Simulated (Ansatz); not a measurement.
`CCB(F)F` + HCl → `CCB(F)Cl` + H–F at 400 K and 1 bar (ligand exchange at a B–F bond).

Calculated with Ansatz (gas phase, PBE0-D4/def2-TZVP geometries, no zero-point term in ΔE). CCSD(T)/CBS is the MP2 limit (def2-TZVPP, def2-QZVPP) plus CCSD(T) − MP2 in def2-TZVPP, frozen cores. This one scheme is used for every species. Each species was taken in one conformer, which may not be the lowest.

| species | CCSD(T)/CBS energy (Eh) | H − E (kJ/mol) | S (J/(mol·K)) |
| --- | --- | --- | --- |
| `CCB(F)F` | -303.63268 | 225.2 | 353.1 |
| HCl | -460.38127 | 29.6 | 195.4 |
| `CCB(F)Cl` | -663.59538 | 222.1 | 365.5 |
| H–F | -100.39570 | 36.5 | 182.2 |

H − E and S are ideal-gas, rigid-rotor, harmonic terms from PBE0-D4/def2-TZVP, for one conformer and one mirror image of each species. 1 Eh = 2625.50 kJ/mol, R = 8.31446 J/(mol·K).

Q: By hand: ΔE, ΔH, ΔS and ΔG.

A: ΔE = (-663.59538) + (-100.39570) − (-303.63268) − (-460.38127) = 0.02287 Eh = 60.0 kJ/mol. Δ(H − E) = 222.1 + 36.5 − 225.2 − 29.6 = 3.8, so ΔH = 63.8 kJ/mol. ΔS = 365.5 + 182.2 − 353.1 − 195.4 = -0.8 J/(mol·K). ΔG = 63.8 − 400 × (-0.8)/1000 = 64.1 kJ/mol.

Q: By hand: the equilibrium constant, and the temperature at which ΔG would vanish if ΔH and ΔS stayed fixed.

A: log₁₀ K = −ΔG/(RT ln 10) = -8.4. ΔH and −TΔS have one sign here, so there is no such temperature.

The number of gas molecules stays the same, so ΔS is small and ΔH decides. A doubt of 5 kJ/mol in ΔE shifts log₁₀ K by 0.7 here. Other conformers and mirror images would add mixing entropy, several J/(mol·K) or more a flexible species. Modes under 60 cm⁻¹, often nearly free rotors, make the harmonic entropy too high. These are equilibria of isolated gas molecules and say nothing of rates. Largest T1 diagnostic: 0.011 (customary marks: 0.02 for closed shells, 0.045 for open ones).

ΔS is within the doubt of such terms, so its sign, and with it that verdict, could turn.
